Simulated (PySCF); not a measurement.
**Radial density of Re⁺ (rhenium, charge +1)**

UHF, [Xe] 4f14 5d5 6p1, high-spin 7P determinant (an excited configuration). Computed with PySCF 2.14 in x2c-TZVPPall with one added diffuse shell each of s, p, d, f type (12s8p8d4f1g, 113 functions), with scalar relativity by spin-free X2C-1e.

```tsv
r (bohr)	4πr²ρ (e/bohr)	4πr²(ρα − ρβ)
0.0137	103.6	-0.0019
0.0231	90.34	-0.0008
0.0388	118.4	0.0147
0.0652	132.9	0.1276
0.110	108.1	0.2875
0.185	116.1	-0.0091
0.310	66.79	0.3220
0.522	64.03	0.0817
0.878	20.66	1.1362
1.48	8.682	3.4060
2.49	1.653	1.4572
4.18	0.3575	0.3573
7.03	0.02663	0.0266
11.8	1.581e-05	0.0000
```

Densities and radii are taken from the X2C orbitals without a picture-change correction, which distorts them close to the nucleus.

Spin-orbit coupling, absent here, splits the open shell strongly.

(1) Where is the radial spin density 4πr²(ρα − ρβ) most negative, and why is it negative at all?

Answers

(1) Around r = 0.185 bohr, down to -0.0091 e/bohr: exchange with the open shell polarises the paired shells in an unrestricted calculation.
